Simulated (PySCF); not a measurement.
PySCF job for CH₁₂N₂Si₃, SMILES N[Si](N)(C)[SiH2][SiH3], PBE0-D3(BJ)/def2-SVP. Geometry optimised at PBE0-D3(BJ)/def2-SVP. This is a generated structure with no PubChem entry under its InChIKey; it may be hypothetical. One conformer was computed; it need not be the lowest.

```python
import numpy as np
from pyscf import gto, scf, dft, df
from pyscf.hessian import thermo

mol = gto.M(
    atom='''
    C    -1.39759784   -1.28732188   -1.36388579
    Si   -1.14245605   -0.07475956    0.04227735
    N    -0.81769323   -0.90284095    1.52922740
    N    -2.60677555    0.86094546    0.12476758
    Si    0.86038680    1.11679504   -0.32682300
    Si    2.64928757   -0.32899377    0.12616416
    H    -2.26818059   -1.93202694   -1.16075438
    H    -1.57194474   -0.77118131   -2.32111774
    H    -0.51300974   -1.93178524   -1.47801382
    H    -0.18548047   -0.50763097    2.21485842
    H    -1.54439429   -1.45150875    1.97792774
    H    -3.09037772    1.09401486   -0.73627046
    H    -2.67083261    1.63088229    0.78244829
    H     0.98342545    2.31802782    0.56619147
    H     0.95619891    1.60293762   -1.74276900
    H     2.48193895   -1.59694834   -0.65130132
    H     3.98631607    0.25408875   -0.21199688
    H     2.65215314   -0.67425377    1.58348866
    ''',
    basis='def2-SVP',
    charge=0,
    spin=0,
    max_memory=1600,
    verbose=3,
)
mf = dft.RKS(mol, xc='pbe0').density_fit(auxbasis='def2-universal-jkfit')
mf.disp = 'd3bj'
mf.grids.level = 3
mf.conv_tol = 1e-11
mf.max_cycle = 100
mf.kernel()

# [left out here: the lines that compute and print the analytic Hessian (its translational invariance restored by hand, since the grid's response is missing), thermochemistry and intensities]
```

Program output:

```
converged SCF energy = -1022.45422315424

WARN: DFTD3 does not support analytical Hessian, using finite difference


WARN: Mole.unit (angstrom) is changed to Bohr

Mode                                 0                   1                   2
Irrep
Freq [cm^-1]                       34.6332             63.9058            102.6376
Reduced mass [au]                   3.4920              3.8127              2.0755
Force const [Dyne/A]                0.0025              0.0092              0.0129
Char temp [K]                      49.8295             91.9462            147.6726
Normal mode                   x     y     z       x     y     z       x     y     z
       0   C                -0.08  0.03 -0.03    0.08  0.01 -0.00   -0.06 -0.07  0.06
       1  Si                 0.00 -0.00 -0.02    0.02  0.03 -0.00    0.01 -0.00 -0.01
       2   N                 0.07 -0.05 -0.05    0.09  0.03 -0.01    0.07 -0.07 -0.06
       3   N                 0.02  0.01  0.08   -0.03 -0.06  0.02    0.05  0.07 -0.04
       4  Si                 0.00 -0.02 -0.08    0.00  0.06 -0.01   -0.01  0.03  0.03
       5  Si                -0.00  0.02  0.09   -0.09 -0.06  0.01   -0.02  0.01 -0.00
       6   H                -0.08  0.03  0.00    0.13 -0.05  0.01   -0.07 -0.04  0.15
       7   H                -0.13  0.06 -0.01    0.03  0.00  0.00   -0.09 -0.14  0.04
       8   H                -0.09  0.03 -0.10    0.12  0.07 -0.02   -0.08 -0.10  0.08
       9   H                 0.09 -0.07 -0.07    0.04  0.09  0.00   -0.26  0.17  0.11
      10   H                 0.08 -0.06 -0.04    0.14 -0.05 -0.03    0.11 -0.25 -0.20
      11   H                -0.02  0.04  0.11   -0.05 -0.08  0.02    0.03 -0.00 -0.06
      12   H                 0.06  0.00  0.10   -0.07 -0.07  0.03    0.12  0.16 -0.14
      13   H                -0.02  0.06 -0.17    0.04  0.05 -0.01   -0.05 -0.02  0.11
      14   H                 0.03 -0.14 -0.11    0.02  0.04 -0.01   -0.01  0.13  0.07
      15   H                 0.03 -0.03  0.17   -0.23 -0.09  0.09   -0.09 -0.01  0.05
      16   H                 0.00  0.01  0.09   -0.05 -0.20 -0.06   -0.03 -0.04 -0.10
      17   H                -0.05  0.13  0.11   -0.08  0.02  0.03    0.05  0.07  0.01
Mode                                 3                   4                   5
Irrep
Freq [cm^-1]                      124.7667            149.4344            155.7124
Reduced mass [au]                   1.2026              1.0709              1.8546
Force const [Dyne/A]                0.0110              0.0141              0.0265
Char temp [K]                     179.5115            215.0028            224.0354
Normal mode                   x     y     z       x     y     z       x     y     z
       0   C                -0.05 -0.04  0.02    0.01  0.01 -0.01    0.10  0.01  0.03
       1  Si                 0.01 -0.00 -0.03    0.01 -0.01  0.01    0.01  0.00  0.04
       2   N                 0.05  0.04 -0.01    0.02 -0.02  0.01   -0.05 -0.08  0.01
       3   N                 0.01 -0.01  0.00    0.02  0.00  0.01    0.04  0.05  0.01
       4  Si                 0.00  0.02  0.01   -0.01  0.01 -0.01   -0.01  0.00 -0.05
       5  Si                -0.02 -0.01  0.01   -0.02  0.00 -0.00   -0.03  0.01 -0.01
       6   H                -0.02 -0.05  0.10   -0.31  0.36 -0.28    0.16 -0.08  0.01
       7   H                -0.13 -0.08  0.01    0.55  0.03 -0.09    0.05  0.00  0.03
       8   H                -0.05 -0.03 -0.02   -0.20 -0.33  0.34    0.16  0.09  0.02
       9   H                 0.16  0.00 -0.08    0.04 -0.02 -0.00   -0.24 -0.02  0.15
      10   H                 0.07  0.09  0.06    0.01  0.02  0.03   -0.08 -0.17 -0.13
      11   H                -0.04 -0.05  0.02   -0.03 -0.10  0.01    0.13  0.16 -0.02
      12   H                 0.02  0.01 -0.02    0.05  0.07 -0.08    0.05  0.02  0.05
      13   H                -0.04 -0.04  0.09   -0.02  0.02 -0.03    0.02  0.10 -0.19
      14   H                 0.07  0.11  0.04   -0.03 -0.01 -0.02   -0.09 -0.16 -0.11
      15   H                 0.20  0.19 -0.36   -0.01  0.03 -0.04    0.07  0.10 -0.18
      16   H                 0.03  0.14  0.45   -0.01  0.00  0.07   -0.00  0.06  0.22
      17   H                -0.31 -0.40 -0.08   -0.08 -0.04 -0.01   -0.20 -0.17 -0.05
Mode                                 6                   7                   8
Irrep
Freq [cm^-1]                      190.2165            204.9125            244.2840
Reduced mass [au]                   2.1668              1.3755              2.9589
Force const [Dyne/A]                0.0462              0.0340              0.1040
Char temp [K]                     273.6792            294.8235            351.4703
Normal mode                   x     y     z       x     y     z       x     y     z
       0   C                -0.01 -0.03 -0.03   -0.02  0.07 -0.01   -0.07 -0.01  0.05
       1  Si                 0.05 -0.06 -0.01    0.00  0.00  0.05    0.04  0.02  0.01
[...]
       3   N                -0.00  0.00 -0.00   -0.00 -0.00 -0.00   -0.00  0.00  0.00
       4  Si                -0.00 -0.00  0.01    0.00  0.00  0.01   -0.00  0.00  0.00
       5  Si                -0.02 -0.02  0.02    0.01  0.03  0.03   -0.00 -0.00 -0.00
       6   H                -0.00 -0.00 -0.00    0.00 -0.00 -0.00   -0.48 -0.35  0.13
       7   H                -0.00 -0.00  0.00    0.00 -0.00 -0.00   -0.09  0.28 -0.49
       8   H                 0.00 -0.00  0.00   -0.00 -0.00 -0.00    0.42 -0.29 -0.04
       9   H                 0.00 -0.00 -0.00    0.00  0.00 -0.00   -0.00  0.00  0.00
      10   H                -0.00 -0.00 -0.00   -0.00  0.00 -0.00   -0.00 -0.00  0.00
      11   H                -0.00  0.00 -0.00   -0.00  0.00  0.00   -0.00  0.00  0.00
      12   H                 0.00 -0.00  0.00    0.00 -0.00  0.00   -0.00  0.00 -0.00
      13   H                -0.00 -0.01 -0.01   -0.01 -0.09 -0.06    0.00  0.00 -0.00
      14   H                 0.01  0.05 -0.15    0.01  0.04 -0.10    0.00  0.00 -0.00
      15   H                -0.00  0.04  0.04   -0.10 -0.74 -0.45   -0.00 -0.00  0.00
      16   H                 0.68  0.29 -0.16   -0.20 -0.08  0.06    0.00 -0.00 -0.00
      17   H                -0.01  0.13 -0.58    0.00  0.09 -0.33   -0.00  0.00  0.00
Mode                                42                  43                  44
Irrep
Freq [cm^-1]                     3155.0594           3167.5780           3598.1608
Reduced mass [au]                   1.1022              1.1026              1.0505
Force const [Dyne/A]                6.4642              6.5184              8.0134
Char temp [K]                    4539.4281           4557.4395           5176.9522
Normal mode                   x     y     z       x     y     z       x     y     z
       0   C                 0.04  0.05 -0.06    0.07 -0.04  0.02   -0.00 -0.00 -0.00
       1  Si                 0.00  0.00 -0.00    0.00 -0.00  0.00    0.00 -0.00 -0.00
       2   N                -0.00 -0.00  0.00   -0.00  0.00 -0.00   -0.00 -0.00  0.01
       3   N                -0.00 -0.00  0.00   -0.00  0.00  0.00   -0.03  0.05 -0.01
       4  Si                -0.00 -0.00 -0.00   -0.00 -0.00 -0.00    0.00 -0.00  0.00
       5  Si                -0.00  0.00 -0.00   -0.00 -0.00 -0.00   -0.00  0.00 -0.00
       6   H                -0.55 -0.40  0.12   -0.19 -0.16  0.05   -0.00 -0.00 -0.00
       7   H                 0.11 -0.29  0.55   -0.06  0.20 -0.39    0.00 -0.00  0.00
       8   H                -0.10  0.08  0.00   -0.64  0.47  0.09    0.00 -0.00  0.00
       9   H                -0.00 -0.00 -0.00    0.00  0.00  0.00   -0.06 -0.03 -0.06
      10   H                 0.00  0.00  0.00   -0.00 -0.00  0.00    0.08  0.06 -0.05
      11   H                 0.00  0.00 -0.00   -0.00  0.00  0.00    0.33 -0.14  0.58
      12   H                -0.00 -0.00  0.00   -0.00 -0.00 -0.00    0.04 -0.50 -0.46
      13   H                -0.00 -0.00  0.00   -0.00  0.00 -0.00   -0.00  0.00  0.00
      14   H                -0.00 -0.00  0.00    0.00  0.00 -0.00    0.00  0.00 -0.00
      15   H                 0.00 -0.00  0.00    0.00  0.00  0.00    0.00 -0.00 -0.00
      16   H                 0.00 -0.00  0.00    0.00  0.00  0.00    0.00 -0.00  0.00
      17   H                 0.00 -0.00  0.00    0.00  0.00  0.00    0.00 -0.00  0.00
Mode                                45                  46                  47
Irrep
Freq [cm^-1]                     3601.9963           3697.5635           3707.5850
Reduced mass [au]                   1.0508              1.0954              1.0955
Force const [Dyne/A]                8.0329              8.8238              8.8724
Char temp [K]                    5182.4706           5319.9706           5334.3894
Normal mode                   x     y     z       x     y     z       x     y     z
       0   C                -0.00  0.00 -0.00    0.00  0.00  0.00    0.00  0.00  0.00
       1  Si                 0.00 -0.00  0.00   -0.00 -0.00 -0.00   -0.00 -0.00  0.00
       2   N                 0.01  0.02 -0.05    0.00  0.00  0.00   -0.06 -0.04 -0.02
       3   N                -0.00  0.01 -0.00   -0.02 -0.03 -0.07   -0.00 -0.00 -0.00
       4  Si                -0.00  0.00 -0.00    0.00  0.00  0.00    0.00  0.00  0.00
       5  Si                 0.00  0.00  0.00    0.00  0.00 -0.00    0.00 -0.00  0.00
       6   H                 0.00  0.00 -0.00   -0.00 -0.00  0.00   -0.00 -0.00  0.00
       7   H                 0.00 -0.00  0.00    0.00 -0.00  0.00    0.00 -0.00  0.00
       8   H                 0.00 -0.00 -0.00   -0.00  0.00 -0.00    0.00 -0.00 -0.00
       9   H                 0.37  0.23  0.38   -0.00 -0.00 -0.01    0.48  0.29  0.52
      10   H                -0.55 -0.43  0.33   -0.01 -0.01  0.00    0.40  0.31 -0.26
      11   H                 0.05 -0.02  0.09    0.33 -0.16  0.57    0.00 -0.00  0.01
      12   H                 0.01 -0.08 -0.07   -0.05  0.51  0.44   -0.00  0.01  0.00
      13   H                 0.00 -0.00 -0.00    0.00 -0.00 -0.00   -0.00 -0.00 -0.00
      14   H                -0.00 -0.00  0.00    0.00 -0.00 -0.00   -0.00 -0.00 -0.00
      15   H                -0.00 -0.00 -0.00    0.00 -0.00  0.00   -0.00 -0.00 -0.00
      16   H                -0.00  0.00 -0.00    0.00 -0.00  0.00    0.00  0.00 -0.00
      17   H                -0.00 -0.00 -0.00   -0.00 -0.00  0.00   -0.00  0.00 -0.00
temperature 298.1500 [K]
pressure 101325.00 [Pa]
Rotational constants [GHz] 2.66756 0.96548 0.92170
Symmetry number 1
Zero-point energy (ZPE) 0.13139 [Eh]   344966.639 [J/mol]
                           tot       elec      trans        rot        vib
Entropy [J/mol/K]       458.857      0.000    170.049    122.568    166.240
Cv [J/mol/K]            188.620      0.000     12.472     12.472    163.677
Cp [J/mol/K]            196.935      0.000     20.786     12.472    163.677
Internal energy [J/mol]                      3718.434   3718.434 371063.652
Internal energy [Eh]   -1022.31006  -1022.45422
Enthalpy [J/mol]                             6197.391   3718.434 371063.652
Enthalpy [Eh]          -1022.30912
Gibbs free energy [J/mol]                  -44502.827 -32825.298 321499.333
Gibbs free energy [Eh] -1022.36122
mode   freq/cm-1   IR/(km/mol)
   1       34.63         0.018
   2       63.91         0.499
   3      102.64         5.141
   4      124.77         0.785
   5      149.43         0.454
   6      155.71         1.789
   7      190.22        13.788
   8      204.91         4.242
   9      244.28        11.322
  10      258.14         2.505
  11      292.49        63.744
  12      336.79        12.684
  13      386.89        80.233
  14      398.10        23.236
  15      438.78       164.615
  16      452.52        75.344
  17      501.93         1.915
  18      504.71        46.037
  19      665.53        79.083
  20      674.36        47.249
  21      695.29        84.226
  22      734.10         2.614
  23      746.20         3.591
  24      819.10        15.164
  25      847.34        57.451
  26      858.50       170.401
  27      874.56       229.469
  28      906.16        52.428
  29      918.24       102.103
  30      937.24        52.828
  31      940.68        42.725
  32     1260.36        37.116
  33     1426.72         6.617
  34     1428.89         2.894
  35     1543.81        43.567
  36     1545.89        68.973
  37     2184.57        80.133
  38     2197.06        53.236
  39     2209.10        71.050
  40     2217.15       132.745
  41     2221.23       112.395
  42     3053.04         3.110
  43     3155.06         3.829
  44     3167.58         2.955
  45     3598.16        29.844
  46     3602.00        23.783
  47     3697.56        21.089
  48     3707.59        26.800
max |gradient| / (hartree/bohr): 5.76959106991788e-05
APT charges: [-0.4073  1.492  -0.8353 -0.9004  0.3542  0.6838  0.0097  0.0256  0.0403
  0.1736  0.1844  0.1706  0.1937 -0.2371 -0.2227 -0.2293 -0.2576 -0.2381]
```

Self-consistency was reached.
